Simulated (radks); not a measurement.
Values are calculated unless marked as measured or tabulated.
Question: These are the eigenvalues of the occupied orbitals of an atom or ion with whole-number occupations (eV). Code: a radial shooting solver on a logarithmic mesh with Libxc functionals. Model: scalar-relativistic Kohn-Sham, LDA (Slater exchange, Perdew-Zunger correlation), spin-polarised, spherical densities, finite nucleus; Fermi nuclear charge, rms radius of each element as measured or else 0.836 A^(1/3) + 0.57 fm.

| orbital | eigenvalue |
|---|---|
| 1s up | -4104.523 |
| 1s down | -4097.121 |
| 2s up | -534.4874 |
| 2s down | -523.6524 |
| 2p up | -464.1710 |
| 2p down | -451.4692 |
| 3s up | -106.6040 |
| 3s down | -103.6321 |
| 3p up | -86.3120 |
| 3p down | -83.2745 |
| 4p up | -26.9756 |

Which element is it, and in what charge state? The configuration may be excited. Open shells, if any, are filled with parallel spins first.

Answer: Z = 20, calcium, charge +3: Ca3+ in [He] 2s2 2p4 3s2 3p5 4p2. The list shows which subshells hold electrons but not how many an open one holds; the 1s level, -150.84 hartree, gives Z - s = 17.4 by -(Z - s)^2/2, which with screening and relativity narrows Z to a few neighbours, and the depths of the outer levels then fix element, charge and occupations together.
